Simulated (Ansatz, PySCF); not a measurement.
Reaction 2 R1 + R2 → P1, each structure at its B3LYP-D3(BJ)/def2-TZVP stationary point, reached from a drawn start (curvature not checked).
P1, H6S (SMILES [H][S]([H])([H])([H])([H])[H]) (charge 0, multiplicity 1):
| atom | x (Å) | y (Å) | z (Å) |
|---|---|---|---|
| S | 0.0000 | 0.0000 | 0.0000 |
| H | 1.4140 | 0.0000 | 0.0000 |
| H | -1.4140 | 0.0000 | 0.0000 |
| H | 0.0000 | 1.4140 | 0.0000 |
| H | 0.0000 | -1.4140 | 0.0000 |
| H | 0.0000 | 0.0000 | 1.4140 |
| H | 0.0000 | 0.0000 | -1.4140 |
R1, H2 (SMILES [H][H]) (charge 0, multiplicity 1):
```csv
atom,x (Å),y (Å),z (Å)
H,0.0000,0.0000,0.3720
H,0.0000,0.0000,-0.3720
```
R2: H2S (SMILES S), charge 0, multiplicity 1.

P less R. No zero-point or thermal terms.

Cores are frozen in the correlated methods.

Run with Ansatz (a first-principles code) with Gaussian orbitals; PySCF for the D3/D4 terms. No computed number here is a measurement.

```json
[
 {"level": "BLYP/def2-TZVPP", "reaction energy (kcal/mol)": "108.08"},
 {"level": "r2SCAN/def2-TZVPP", "reaction energy (kcal/mol)": "100.49"},
 {"level": "CAM-B3LYP-D3(BJ)/def2-TZVPP", "reaction energy (kcal/mol)": "107.26"},
 {"level": "CAM-B3LYP-D4/def2-TZVPP", "reaction energy (kcal/mol)": "107.23"},
 {"level": "wB97X-V/def2-TZVPP", "reaction energy (kcal/mol)": "106.86"},
 {"level": "B2PLYP-D4/def2-TZVPP", "reaction energy (kcal/mol)": "108.47"},
 {"level": "SCS-MP2/cc-pV(D+d)Z", "reaction energy (kcal/mol)": "114.18"},
 {"level": "SCS-MP2/cc-pV(Q+d)Z", "reaction energy (kcal/mol)": "___"},
 {"level": "CCSD/cc-pV(T+d)Z", "reaction energy (kcal/mol)": "___"}
]
```

**Question.** Some entries are withheld; supply them.

**Answer.** 
- SCS-MP2/cc-pV(Q+d)Z, reaction energy (kcal/mol): 110.81
- CCSD/cc-pV(T+d)Z, reaction energy (kcal/mol): 112.39
